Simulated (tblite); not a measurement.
Species: CH10O2PSi3 (doublet state).
Numbering: `[O:1][CH2:2][O:3][SiH2:4][P:5]([SiH3:6])[SiH3:7]` (hydrogens: H8, H9 on C2; H10, H11 on Si4; H12, H13, H14 on Si6; H15, H16, H17 on Si7)

Computed with GFN2-xTB (tblite), gas phase: L-BFGS steps from a force-field or distance-geometry start until the largest atomic force falls under 0.01 eV/Å.

Step 15: E = -628.6231 eV
```
atom  x, y, z in Å  |  force x, y, z in eV/Å
O1      1.5425    0.5331    1.0858    0.290   0.109  -0.049
C2      2.6368    0.1366    0.3504    0.083  -0.054   0.691
O3      2.3940   -0.9995   -0.4261   -0.033   0.209  -0.006
Si4     0.8610   -1.1438   -0.9289    0.139  -0.017   0.358
P5     -0.2155    0.0319    0.6572    0.102   0.025   0.074
Si6    -2.2658   -1.2308    0.6289    0.017  -0.180  -0.094
Si7    -1.0392    1.9938   -0.1323    0.244  -0.090   0.042
H8      3.5022   -0.1160    1.0146   -0.615   0.034  -0.021
H9      2.9875    0.9517   -0.2936   -0.118   0.180  -0.272
H10     0.7148   -0.3444   -2.1184   -0.133  -0.029  -0.703
H11     0.6572   -2.5603   -0.7435   -0.139  -0.199  -0.250
H12    -3.3803   -0.3228    0.8165   -0.138   0.108   0.119
H13    -2.2149   -2.2550    1.6592    0.019  -0.026   0.148
H14    -2.4660   -1.9193   -0.6514    0.034   0.035  -0.024
H15    -0.5993    2.2454   -1.5071    0.087   0.034  -0.056
H16    -0.6147    3.0766    0.7571    0.028  -0.050  -0.035
H17    -2.5076    1.9350   -0.1784    0.134  -0.088   0.077
```

Step 16: E = -628.6569 eV
```
atom  x, y, z in Å  |  force x, y, z in eV/Å
O1      1.5132    0.5411    1.0741    0.534   0.078   0.143
C2      2.6204    0.1264    0.3660    0.164   0.417   0.147
O3      2.3991   -0.9859   -0.4421    0.070   0.078   0.229
Si4     0.8669   -1.1364   -0.9219   -0.219  -0.200  -0.253
P5     -0.1940    0.0313    0.6662   -0.163   0.032   0.067
Si6    -2.2617   -1.2338    0.6320   -0.172  -0.220  -0.145
Si7    -1.0222    1.9890   -0.1324    0.166  -0.045  -0.007
H8      3.4784   -0.1093    1.0300   -0.517  -0.082   0.129
H9      2.9677    0.9436   -0.2870   -0.053   0.181  -0.104
H10     0.7045   -0.3540   -2.1489   -0.073  -0.247  -0.277
H11     0.6598   -2.5672   -0.7550   -0.091   0.046  -0.247
H12    -3.3760   -0.3115    0.8242   -0.001  -0.029   0.095
H13    -2.2050   -2.2575    1.6714    0.000   0.057   0.045
H14    -2.4630   -1.9219   -0.6586    0.043   0.100   0.135
H15    -0.5916    2.2504   -1.5135    0.074   0.011   0.035
H16    -0.6095    3.0798    0.7576    0.035  -0.088  -0.065
H17    -2.4943    1.9280   -0.1720    0.202  -0.091   0.072
```

Problem. Estimate the geometry and energy of step 17. (The exact step hangs on the optimiser's Hessian estimate; all steps are aligned on step 16, rigid shifts and turns removed.)

Solution. E = -628.6812 eV, largest force 0.535 eV/Å
```
atom  x, y, z in Å  |  force x, y, z in eV/Å
O1      1.5403    0.5512    1.0834    0.079   0.057   0.229
C2      2.6315    0.1295    0.3757    0.100   0.518  -0.087
O3      2.4036   -0.9830   -0.4301   -0.106  -0.071   0.130
Si4     0.8687   -1.1243   -0.9118   -0.112  -0.173  -0.415
P5     -0.2062    0.0291    0.6710    0.039   0.070   0.096
Si6    -2.2741   -1.2424    0.6302   -0.133  -0.124  -0.053
Si7    -1.0180    1.9851   -0.1349    0.138   0.003  -0.008
H8      3.4891   -0.1013    1.0289   -0.323  -0.140   0.245
H9      2.9694    0.9383   -0.2934    0.021   0.222  -0.093
H10     0.6997   -0.3748   -2.1690   -0.034  -0.263  -0.087
H11     0.6455   -2.5539   -0.7735   -0.071   0.007  -0.199
H12    -3.3893   -0.3141    0.8276    0.068  -0.089   0.070
H13    -2.2114   -2.2596    1.6800   -0.010   0.083  -0.017
H14    -2.4607   -1.9180   -0.6671    0.032   0.080   0.134
H15    -0.5907    2.2489   -1.5180    0.069  -0.003   0.065
H16    -0.6136    3.0745    0.7596    0.052  -0.079  -0.067
H17    -2.4909    1.9268   -0.1684    0.191  -0.098   0.057
```

The energy changes by -0.0243 eV. The first-order estimate −F·Δx gives -0.0384 eV and the mean of the old and new forces, exact on a quadratic surface, -0.0245 eV. The step makes an angle of 62° with the force vector and moves no atom by more than 0.030 Å.

The cost below is that of the whole relaxation. Time: 1.4 s of wall time. Hardware: one thread of an Arm Neoverse V2 (shared host).
